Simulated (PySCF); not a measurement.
A run for PySCF: R-M06-2X/def2-TZVPP on C5H10 (SMILES CC=C(C)C).

```python
from pyscf import gto, dft

mol = gto.M(
    atom='''
    C     1.99708051    0.57612456    0.39644090
    C     0.91444938   -0.44021913    0.20661753
    C    -0.37451226   -0.23417006   -0.06982627
    C    -1.32469258   -1.38930462   -0.22681045
    C    -1.00787326    1.11622563   -0.25044986
    H     2.80301096    0.42449864   -0.32812366
    H     1.64479774    1.60069508    0.29041094
    H     2.44910819    0.48055472    1.38839165
    H     1.23786263   -1.47306105    0.31086298
    H    -2.14459257   -1.32241684    0.49562919
    H    -0.82374674   -2.34709613   -0.08659662
    H    -1.78470203   -1.38531383   -1.22029646
    H    -0.30700652    1.93977484   -0.13566894
    H    -1.81720316    1.25838700    0.47262716
    H    -1.46198029    1.19532117   -1.24320808
    ''',
    basis='def2-tzvpp',
    charge=0, spin=0, verbose=4, max_memory=1800)
mf = dft.RKS(mol, xc='m062x').density_fit(auxbasis='def2-universal-jkfit')
mf.grids.level = 4
mf.conv_tol = 1e-9
mf.max_cycle = 150
mf.kernel()
mf.dip_moment()
```

Question: What total energy does the run end on?

Answer: -196.5090 hartree.
